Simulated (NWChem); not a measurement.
# InCl, singlet; SMILES [In][Cl]

```xyz
2

In     0.0000     0.0000    -0.6362
Cl     0.0000     0.0000     1.7937
```
Atoms are numbered in this order, from 1.

Results from NWChem. Low-valent species are run as closed-shell singlets; no triplet was tried in these runs. Coordinates come from a PBE0/def2-SVP optimisation. def2 effective core potentials on In; no spin-orbit coupling. Vertical excitations in the gas phase; the lowest state need not have the same character in each row.

For level B3LYP/def2-SVP, TDA:

```
Property                                  Result
----------------------------------------  ------
lowest excitation, singlet (eV)             4.50
lowest state with f > 0.02, singlet (eV)    4.50
orbital gap (eV)                            5.04
```

Question: How do the values read with level PBE0/def2-SVP, TDA instead?

Answer: 
| Property | Value |
|---|---|
| lowest excitation, singlet (eV) | 4.61 |
| lowest state with f > 0.02, singlet (eV) | 4.61 |
| orbital gap (eV) | 5.44 |
